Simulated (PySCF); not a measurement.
## [Ce(NH3)3]3+ relaxed at several levels

Computed with PySCF 2.14.0, def2-SVP on the ligands, density fitting, scalar-relativistic core potentials, no spin-orbit coupling, vacuum. Each row is relaxed at its own level from the same template. Distances are means of the shortest metal–ligand contacts, charges and spins Mulliken's; removal energies are rigid, with the ligand's formal charge and no counterpoise, so too large; for an anion taken off a cation in vacuum most of it is the attraction of opposite charges, and multiply charged cations can part far more cheaply with an electron moved from ligand to metal. lcecp potentials hold a fixed number of 4f electrons in the core, out of states, spins and gaps.

```
level      basis on the metal  point group  M–NH3 (Å)  charge on M (e)  removal of one NH3 (eV)  strongest infrared band, degenerate modes summed (cm⁻¹)  unstable modes (below −25 cm⁻¹)
 PBE0  lcecp-1-SVP with ECP47           C3      2.534             1.93                     3.67                                                     3358                                0
```

(1) What does the calculation give for r2SCAN, lcecp-1-SVP with ECP47?

Moved off a saddle point of the template and relaxed again: PBE0, r2SCAN. One start shape was tried for each, so a minimum needn't be the lowest isomer.

Results:

(1) point group: C3, M–NH3 (Å): 2.554, charge on M (e): 1.94, removal of one NH3 (eV): 3.62, unstable modes (below −25 cm⁻¹): not given.
```xyz
13

Ce    0.0000    0.0000   -0.0101
N     2.5537    0.0008    0.0105
H     3.0007   -0.6539    0.6794
H     3.0092   -0.2523   -0.8869
H     3.0039    0.9054    0.2435
N    -1.2776    2.2111    0.0105
H    -0.9340    2.9256    0.6794
H    -1.2861    2.7322   -0.8869
H    -2.2861    2.1488    0.2435
N    -1.2761   -2.2120    0.0105
H    -2.0666   -2.2717    0.6794
H    -1.7231   -2.4799   -0.8869
H    -0.7178   -3.0542    0.2435
```
